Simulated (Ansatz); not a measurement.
Consider the redistribution: `[OH][Al]([OH])[OH]` + `C[N](C)[Mo](=[O])(=[O])[F]` → `C[N](C)[Al]([OH])[OH]` + `[O]=[Mo](=[O])([OH])[F]`.

Program: Ansatz. Geometries: PBE0-D4/def2-TZVP. ΔE: electronic, gas phase. CCSD(T)/CBS adds triple-zeta CCSD(T) − MP2 to the extrapolated MP2 energy (def2 sets, frozen cores). Functionals use def2-TZVPP. Elements past krypton have def2 core potentials. For Mo outer-core shells are correlated without core-valence functions, which leaves a few kJ/mol of doubt a bond. One conformer a species, not always the lowest.

CCSD(T)/CBS gives +65.0 kJ/mol.

Q: Another level gave +53.6 kJ/mol. Which?
A. HF/def2-TZVPP
B. RPA@PBE/def2-TZVPP
C. BHLYP/def2-TZVPP
D. SCS-MP2/def2-TZVPP

A: C. BHLYP 53.6, RPA@PBE/def2-TZVPP 60.4, HF/def2-TZVPP 47.8, SCS-MP2/def2-TZVPP 66.0 kJ/mol.

Q: What do rigid-rotor, harmonic-oscillator terms from PBE0-D4/def2-TZVP frequencies (298.15 K, 1 bar) make of the CCSD(T)/CBS value? (Estimate.)

A: The calculation gave: ΔZPE = -1.6 kJ/mol, ΔH = +63.4 kJ/mol, ΔS = 11 J/(mol·K), ΔG = +60.1 kJ/mol.

Largest T1 diagnostic among the species: 0.025, so the coupled-cluster value is less sure than usual.

In def2-TZVPP, CCSD(T) changes the Hartree–Fock value by +15.7 kJ/mol (the triples alone add +3.5 kJ/mol) and MP2 by +23.7 kJ/mol. The D4 term adds +4.1 kJ/mol with B3LYP and +2.3 kJ/mol with PBE0; it sums over pairs of atoms, weighted by their polarisabilities, and B3LYP, whose exchange is more repulsive, gets the larger term. Leaving LDA and LC-ωPBE aside and taking each functional with its dispersion term where it has one, the values, not all of them listed here, spread over 10.2 kJ/mol, from ωB97X-V to B2PLYP.

B3LYP here is the variant with VWN-RPA as its local correlation; programs differ in this.
